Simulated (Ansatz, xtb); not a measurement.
C6H8S: which of two isomers lies lower

We compare X, `C=C/C=C/C=C\S`, a singlet, with Y, `C=C/C=C/C=C/S`, a singlet. Both are isolated molecules in the gas phase, relaxed with r2SCAN-D4/def2-SVP; the shapes shown needn't be the lowest conformers.

X (Å):

```xyz
15

C    -1.6655    1.6993    3.1737
C    -0.5929    1.3621    2.4266
C    -0.5212    0.2005    1.5753
C     0.5668   -0.1305    0.8251
C     0.6436   -1.2864   -0.0245
C     1.7092   -1.6474   -0.7854
S     3.2140   -0.7420   -0.8645
H    -2.5719    1.0842    3.1720
H    -1.6668    2.5929    3.8029
H     0.2994    2.0023    2.4526
H    -1.4065   -0.4495    1.5391
H     1.4459    0.5276    0.8699
H    -0.2362   -1.9394   -0.0654
H     1.6653   -2.5506   -1.3999
H     3.8304   -1.5658   -1.7365
```

Y (Å):

```csv
atom,x (Å),y (Å),z (Å)
C,1.9418,1.8224,0.6656
C,1.5960,0.5179,0.6965
C,0.2826,0.0091,0.3870
C,-0.0521,-1.3112,0.4228
C,-1.3570,-1.8294,0.1166
C,-1.6649,-3.1508,0.1604
S,-3.1965,-3.9115,-0.1843
H,1.2140,2.5944,0.3928
H,2.9546,2.1518,0.9106
H,2.3533,-0.2279,0.9749
H,-0.4854,0.7432,0.1068
H,0.7207,-2.0400,0.7039
H,-2.1310,-1.1028,-0.1651
H,-0.9002,-3.8855,0.4403
H,-3.8807,-2.7826,-0.4811
```

Energies in hartree; the thermal terms are from GFN2-xTB frequencies at re-optimised GFN2-xTB minima (ideal gas, soft modes damped towards free rotors, one conformer each, 298.15 K, 1 atm) and include the zero-point energy:

|  | X | Y |
| --- | --- | --- |
| E, CCSD(T)/def2-SVP | −630.078989 | −630.079566 |
| E, MP2/def2-SVP | −629.968594 | −629.969302 |
| E, MP2/def2-TZVPP | −630.576545 | −630.576703 |
| zero-point energy | 0.114337 | 0.114449 |
| H(298 K) − E | 0.123826 | 0.123912 |
| G(298 K) − E | 0.080761 | 0.081263 |

Q: Correct the CCSD(T) difference for the basis set by the MP2 change, then work out ΔE, ΔE₀, ΔH and ΔG for X → Y in kJ/mol (1 Eh = 2625.50 kJ/mol) and the equilibrium ratio [Y]/[X].

A: 1. Differences Y − X: CCSD(T) −0.000577, MP2 in the small set −0.000708, MP2 in the large set −0.000158 Eh.
2. ΔE = −0.000577 + (−0.000158 − (−0.000708)) = −0.000027 Eh = −0.07 kJ/mol.
3. ΔE₀ = ΔE + ΔZPE = −0.000027 + (+0.000112) Eh = +0.22 kJ/mol.
4. ΔH = ΔE + (+0.000086) Eh = +0.15 kJ/mol.
5. ΔG = ΔE + (+0.000502) Eh = +1.25 kJ/mol, so ΔS = (ΔH − ΔG)/T = −3.7 J/(mol K).
6. kT = 0.9442 mEh, so K = [Y]/[X] = exp(−ΔG/kT) = exp(−0.50) ≈ 0.6.

The two are too close for this level to say which is favoured. An error of 4 kJ/mol in ΔG would change K by a factor of 5. Mirror images and further conformers aren't counted.

As drawn, both hold the same kinds of bond in the same numbers.

Other levels gave ΔE = −8.9 (GFN2-xTB); −5.8 (HF/STO-3G, GFN2-xTB geometries); −1.1 (r2SCAN-D4/def2-SVP//GFN2-xTB); −1.7 (r2SCAN-D4/def2-SVP); −1.7 (HF/def2-SVP); −1.9 (MP2/def2-SVP); −1.5 (CCSD(T)/def2-SVP) kJ/mol. The correlated steps freeze 11 core orbitals. Programs: Ansatz 0.2.0, xtb 6.7.1.
